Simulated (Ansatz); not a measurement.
A series at Ga: from `[GaH3]`, ligands are replaced one by one, each step taking up NH₃ and setting free H₂; n counts the steps. Ansatz, PBE0-D4/def2-TZVP geometries. Each molecule was computed in one conformer, which needn't be the lowest.

CBS adds triple-zeta CCSD(T) − MP2 to the MP2 limit, frozen cores; atoms without spin–orbit coupling. Outer-core shells of Ga are correlated without core-valence functions. Scalar relativity is left out up to krypton. Spin–orbit coupling is left out.

```tsv
n	molecule	atomization energy, CCSD(T)/CBS (kJ/mol)
0	`[GaH3]`	?
1	`[NH2][GaH2]`	1667.4
2	`[NH2][GaH][NH2]`	2477.7
3	`[NH2][Ga]([NH2])[NH2]`	3275.7
```

Problem. By hand: fit a straight line y = ȳ + b (n − n̄) to the 3 given rows and predict n = 0.

Solution. n̄ = 2.000, ȳ = 2473.60; Σ(n − n̄)(y − ȳ) = 1608.30, Σ(n − n̄)² = 2.000, so b = 804.15 kJ/mol a step. Prediction: 2473.60 + (804.15) × (-2.000) = 865.3 kJ/mol.

Problem. By hand: compare with the computed value, 835.8 kJ/mol, and give the steps along the whole series.

Solution. The line misses by -29.5 kJ/mol (computed minus predicted). Steps: 831.6, 810.3, 798.0 kJ/mol.

The steps differ by up to 33.6 kJ/mol, small against a whole step but well beyond the method's doubt, so the ligands' effects don't simply add. The miss is 1.2 % of the series' range. The energies themselves are unsure by some kJ/mol a bond, though much of that is common to the series.
